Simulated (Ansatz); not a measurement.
A made-up structure of CH3OTe (charge +1), singlet:

O1  (-0.525, -0.958, -0.399)
C2  (-0.282, 0.346, -0.468)
Te3  (0.683, 1.350, 0.489)
H4  (-0.193, -1.595, 0.221)
H5  (-0.678, 1.008, -1.178)
H6  (0.994, -0.151, 1.335)
(Å)

It is relaxed with PBE-D4/def2-SVP and then PBE0-D4/def2-TZVP (Ansatz 0.2.0). Atoms count as bonded within 1.22 times the sum of their covalent radii (H–H: 0.88 Å). The end point is not checked to be a true minimum.

Question: Does its bonding change? (A judgement: the text doesn't fix the answer.)

Answer: By the calculation: No: no bond forms or breaks.

Where it ends: The first stage lowers the energy by 2.91 eV in 6 steps. It ends as CH₃OTe ([OH][CH][TeH]), total charge +1:
```csv
atom,x (Å),y (Å),z (Å)
O1,-0.6515,-0.9509,-0.5646
C2,-0.3461,0.2875,-0.5344
Te3,0.8492,1.3338,0.7083
H4,-0.2446,-1.5014,0.1262
H5,-0.8312,0.8540,-1.3310
H6,1.2241,-0.0229,1.5955
```

Labels in which every atom is bracketed show which atoms are joined, not bond orders.

For scale, one of the runs: PBE0-D4/def2-TZVP relaxation, 130 basis functions, launched by `ansatz run in.yaml --threads 2 --pin off --events-out ev --progress --plain --max-ram 4352MiB`. Hardware: 2 CPU threads of an Arm Neoverse V1, shared host. Wall time about 17 s.
